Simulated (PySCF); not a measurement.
A structure optimised at PBE-D3(BJ)/def2-SVP, used in a PySCF frequency run:

```xyz
10

O      1.8427    -0.6081     0.3143
C      0.5960    -0.7885    -0.2663
C     -0.6710    -1.0104     0.6090
C     -0.4539     0.2616    -0.1323
F     -1.2507     0.6148    -1.1636
F     -0.0921     1.3670     0.5864
H      1.8510     0.2924     0.6947
H      0.6296    -1.3538    -1.2145
H     -1.4387    -1.7065     0.2373
H     -0.5250    -0.9801     1.7006
```

Write its SMILES and formula.

O[C@H]1CC1(F)F, C3H4F2O

What are its rotational constants (standard atomic weights)?

5.6371, 3.0994, 2.6577 GHz
